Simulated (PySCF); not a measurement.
C₄H₁₀B (SMILES CC[B]CC), doublet, geometry from GFN2-xTB; DF-B3LYP/6-311++G** in PySCF.

Input for PySCF:
```python
from pyscf import gto, scf, dft

mol = gto.Mole()
mol.atom = '''
    C     2.552120   -0.078438   -0.015442
    C     1.056552   -0.002881   -0.347980
    B     0.041569   -0.025485    0.839274
    C    -1.517324    0.028062    0.736902
    C    -2.106100    0.061468   -0.685496
    H     2.845918    0.757738    0.615214
    H     2.778452   -0.999770    0.516701
    H     3.156445   -0.050986   -0.921242
    H     0.882517    0.911040   -0.929898
    H     0.816021   -0.830730   -1.026792
    H    -1.885611    0.907746    1.276589
    H    -1.956834   -0.825250    1.264952
    H    -1.815928   -0.828621   -1.239341
    H    -1.746422    0.933095   -1.227699
    H    -3.193892    0.103899   -0.652755
'''
mol.basis = '6-311++g**'
mol.charge = 0
mol.spin = 1
mol.verbose = 4
mol.build()

mf = dft.UKS(mol)
mf.xc = 'b3lyp'
mf = mf.density_fit(auxbasis='def2-universal-jkfit')
mf.kernel()
mf.analyze()
```

Problem. Predict the main parts of the log of this PySCF run.

Solution. 
```
PySCF version 2.14.0

[INPUT] verbose = 4
[INPUT] num. atoms = 15
[INPUT] num. electrons = 39
[INPUT] charge = 0
[INPUT] spin (= nelec alpha-beta = 2S) = 1
[INPUT] symmetry False subgroup None
[INPUT] Mole.unit = angstrom
[INPUT] Symbol           X                Y                Z      unit          X                Y                Z       unit  Magmom
[...]
nuclear repulsion = 156.091548074858
number of shells = 100
number of NR pGTOs = 265
number of NR cGTOs = 180
basis = 6-311++g**
ecp = {}

******** <class 'pyscf.df.df_jk.DFUKS'> ********
method = DFUKS
initial guess = minao
damping factor = 0
level_shift factor = 0
DIIS = <class 'pyscf.scf.diis.CDIIS'>
diis_start_cycle = 1
diis_space = 8
diis_damp = 0
SCF conv_tol = 1e-09
SCF conv_tol_grad = None
SCF max_cycles = 50
direct_scf = False
number electrons alpha = 20  beta = 19
XC library pyscf.dft.libxc version 7.1.2
    S. Lehtola, C. Steigemann, M. J. T. Oliveira, and M. A. L. Marques,  SoftwareX 7, 1–5 (2018)
XC functionals = b3lyp
    P. J. Stephens, F. J. Devlin, C. F. Chabalowski, and M. J. Frisch,  J. Phys. Chem. 98, 11623 (1994)
radial grids:
    Treutler-Ahlrichs [JCP 102, 346 (1995); DOI:10.1063/1.469408] (M4) radial grids

becke partition: Becke, JCP 88, 2547 (1988); DOI:10.1063/1.454033
pruning grids: <function nwchem_prune>
grids dens level: 3
symmetrized grids: False
atomic radii adjust function: <function treutler_atomic_radii_adjust>
small_rho_cutoff = 0
Set gradient conv threshold to 3.16228e-05
tot grids = 168600
******** <class 'pyscf.df.df.DF'> ********
auxbasis = def2-universal-jkfit
init E= -183.405271526292

cycle= 1 E= -183.210211128926  delta_E= 0.195  |g|= 0.361  |ddm|= 2.27
cycle= 2 E= -183.180113410917  delta_E= 0.0301  |g|= 0.438  |ddm|= 0.867
cycle= 3 E= -183.281624337308  delta_E= -0.102  |g|= 0.0221  |ddm|= 0.514
cycle= 4 E= -183.2818936422  delta_E= -0.000269  |g|= 0.00879  |ddm|= 0.0692
cycle= 5 E= -183.28193745372  delta_E= -4.38e-05  |g|= 0.00398  |ddm|= 0.0159
cycle= 6 E= -183.281946515496  delta_E= -9.06e-06  |g|= 0.000806  |ddm|= 0.00788
cycle= 7 E= -183.281947151596  delta_E= -6.36e-07  |g|= 0.000364  |ddm|= 0.00394
cycle= 8 E= -183.281947240344  delta_E= -8.87e-08  |g|= 8.12e-05  |ddm|= 0.00073
cycle= 9 E= -183.28194724502  delta_E= -4.68e-09  |g|= 3.79e-05  |ddm|= 0.000218
cycle= 10 E= -183.281947245768  delta_E= -7.48e-10  |g|= 1.2e-05  |ddm|= 6.53e-05
Extra cycle  E= -183.281947245761  delta_E= 6.59e-12  |g|= 1.48e-05  |ddm|= 3.05e-05
[...]
converged SCF energy = -183.281947245761  <S^2> = 0.75161736  2S+1 = 2.0016167
Total Energy =                        -183.281947245761216
[...]
spin_pop of  12 H 1s       -0.00101
spin_pop of  12 H 2s        0.00007
spin_pop of  12 H 3s        0.00001
spin_pop of  12 H 4s        0.00001
spin_pop of  12 H 2px       0.00000
spin_pop of  12 H 2py      -0.00000
spin_pop of  12 H 2pz       0.00001
spin_pop of  13 H 1s       -0.00102
spin_pop of  13 H 2s        0.00007
spin_pop of  13 H 3s        0.00002
spin_pop of  13 H 4s        0.00001
spin_pop of  13 H 2px       0.00000
spin_pop of  13 H 2py      -0.00000
spin_pop of  13 H 2pz       0.00001
spin_pop of  14 H 1s        0.00467
spin_pop of  14 H 2s        0.00006
spin_pop of  14 H 3s        0.00007
spin_pop of  14 H 4s        0.00004
spin_pop of  14 H 2px      -0.00000
spin_pop of  14 H 2py      -0.00000
spin_pop of  14 H 2pz       0.00003
 ** Mulliken Spin Density (per atom)  **
spin density of  0 C =      0.01382
spin density of  1 C =      0.00495
spin density of  2 B =      0.90113
spin density of  3 C =     -0.00147
spin density of  4 C =      0.04053
spin density of  5 H =      0.00151
spin density of  6 H =      0.00149
spin density of  7 H =      0.00121
spin density of  8 H =      0.01671
spin density of  9 H =      0.01786
spin density of  10 H =     -0.00075
spin density of  11 H =     -0.00007
spin density of  12 H =     -0.00090
spin density of  13 H =     -0.00090
spin density of  14 H =      0.00488
 ** Mulliken pop alpha/beta on meta-lowdin orthogonal AOs **
 ** Mulliken pop       alpha | beta **
In total            20.00000 | 19.00000
 ** Mulliken atomic charges   ( Nelec_alpha | Nelec_beta ) **
charge of  0C =     -0.31726  (     3.16554      3.15172 )
charge of  1C =     -0.29978  (     3.15237      3.14741 )
charge of  2B =      0.12027  (     2.89043      1.98930 )
charge of  3C =     -0.30520  (     3.15186      3.15334 )
charge of  4C =     -0.31992  (     3.18022      3.13970 )
charge of  5H =      0.10581  (     0.44785      0.44634 )
charge of  6H =      0.10569  (     0.44790      0.44641 )
charge of  7H =      0.10095  (     0.45013      0.44892 )
charge of  8H =      0.12019  (     0.44826      0.43155 )
charge of  9H =      0.11938  (     0.44924      0.43138 )
charge of  10H =      0.12884  (     0.43520      0.43595 )
charge of  11H =      0.12755  (     0.43619      0.43626 )
charge of  12H =      0.10347  (     0.44781      0.44871 )
charge of  13H =      0.10352  (     0.44779      0.44869 )
charge of  14H =      0.10650  (     0.44919      0.44431 )
Dipole moment(X, Y, Z, Debye): -0.59462,  0.06785, -0.90537
```
